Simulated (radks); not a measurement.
Spherical jellium clusters: N electrons in a uniform positive sphere of charge N and radius rs N^(1/3), rs = 2.64 bohr. Method: non-relativistic Kohn-Sham, PBE, spin-polarised, spherical densities; computed with a radial shooting solver with Libxc functionals. Levels are named by radial order and angular momentum (1s, 1p, 1d, 2s, ...), and open shells are averaged over m.

N = 30, configuration 1s2 1p6 1d10 2s2 1f(up 7, down 3). This is the lowest configuration that the search found. Occupied and some empty levels:

level,occupation,eigenvalue (eV),<r> (bohr)
1s up,1,-9.0835,4.744
1s down,1,-8.9770,4.555
1p up,3,-7.5225,5.831
1p down,3,-7.2862,5.697
1d up,5,-5.6917,6.570
1d down,5,-5.3699,6.495
2s up,1,-5.1471,5.538
2s down,1,-4.9433,5.625
1f up,7,-3.6218,7.214
1f down,3,-3.2540,7.194
2p up,0,-2.7982,6.758
2p down,0,-2.6164,6.812
1g up,0,-1.3912,7.950
1g down,0,-1.0161,8.021
2d up,0,-0.81481,9.277
2d down,0,-0.64505,9.495

Energy (eV): total -39.7791, kinetic 113.36, external -3502.3, Hartree 1714.9, exchange-correlation -157.10, background 1791.3.

Electron density:

r (bohr),n(r) (e/bohr^3)
0.268,0.01666
0.941,0.01562
1.61,0.01385
2.29,0.01214
2.96,0.01122
3.63,0.01144
4.31,0.01254
4.98,0.01379
5.65,0.01425
6.33,0.01323
7.00,0.01068
7.67,0.007322
8.35,0.004251
9.02,0.002169
9.69,0.001025
10.4,0.0004624
11.0,0.0002071
11.7,0.00009205
12.4,0.00004024
13.1,0.00001772
